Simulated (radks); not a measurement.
Values are calculated unless marked as measured or tabulated.
Coulomb parameter of the 5d shell of neutral iridium in the model configuration [Xe] 4f14 5d8 6s1, as a second difference U = [E(n + 0.25) + E(n - 0.25) - 2 E(n)] / (0.25)^2 with all orbitals relaxed. "Bare": the charge of the atom changes with n. "Screened": the 6s shell takes up the change at fixed total charge, which measures U(5d,5d) + U(6s,6s) - 2 U(5d,6s). Code: a radial shooting solver on a logarithmic mesh with Libxc functionals. Model: scalar-relativistic Kohn-Sham, PBE, spin-unpolarised, spherical densities, finite nucleus; Fermi nuclear charge, rms radius 5.4032 fm.

case                      configuration  E - E(n) (eV)
start                 [Xe] 4f14 5d8 6s1          0.000
bare +0.25         [Xe] 4f14 5d8.25 6s1         -1.083
bare -0.25         [Xe] 4f14 5d7.75 6s1          1.639
screened +0.25  [Xe] 4f14 5d8.25 6s0.75          0.058
screened -0.25  [Xe] 4f14 5d7.75 6s1.25         -0.003

U(bare) = 8.888 eV, U(screened by 6s) = 0.876 eV, against the Slater integral F0(5d,5d) = 13.924 eV with frozen orbitals. The step up makes a negative ion, whose loosely bound charge lowers the bare value.
